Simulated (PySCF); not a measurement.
Computed shifts of a molecule C2H7GaO, PBE/pcSseg-1 (PySCF), GIAO, gas phase, equivalent atoms averaged, in ppm (number of nuclei): ¹H: 6.42 (1), 5.69 (1), 4.86 (2), 1.76 (3). ¹³C: 75.1 (1), 26.9 (1). References: ¹H against TMS (σ = 31.49 ppm); ¹⁷O against H2O (σ = 334.3 ppm); ¹³C against TMS (σ = 182.0 ppm), references at their B3LYP-D3(BJ)/def2-TZVP geometries, non-relativistic. The structure is a stationary point at TPSSh-D3(BJ)/def2-SVP. Other conformers were not sampled.

Q: Identify the compound among the candidates.
A. CC[O][GaH2]
B. C[O][GaH][CH3]
C. [CH3][Ga]([CH3])[OH]

A: A, CC[O][GaH2]
